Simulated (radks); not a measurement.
Species: K. Configuration: [Ar] 4s1 (the NIST ground configuration).

Calculated with a radial shooting solver on a logarithmic mesh with Libxc functionals: non-relativistic Kohn-Sham, PW91, spin-polarised, spherical densities, point nucleus; open shells are filled with parallel spins first.

Energy parts (eV):
total: -16324.601
kinetic: 16306.680
electron-nucleus: -38734.111
Hartree: 7012.241
exchange-correlation: -909.410

Orbitals (lengths in bohr, moments of r in powers of bohr; r(max) is where P^2 peaks):
orbital  occ.  eigenvalue (eV)     <r^2>      <r^4>   r(max)
1s up       1        -3506.045  0.008932  0.0002048  0.05352
1s down     1        -3506.033  0.008932  0.0002048  0.05352
2s up       1        -350.5427    0.1803    0.05793   0.3203
2s down     1        -350.5291    0.1803    0.05793   0.3203
2p up       3        -280.1182    0.1530    0.04909   0.2633
2p down     3        -280.1059    0.1530    0.04908   0.2633
3s up       1         -35.0328     1.885      5.921    1.082
3s down     1         -34.9768     1.879      5.872    1.082
3p up       3         -18.8721     2.462      11.27    1.156
3p down     3         -18.7879     2.443      11.04    1.156
4s up       1          -2.5619     28.10       1324    4.169

The highest occupied level is 4s up at -2.562 eV. Spin moment in Bohr magnetons: 1.
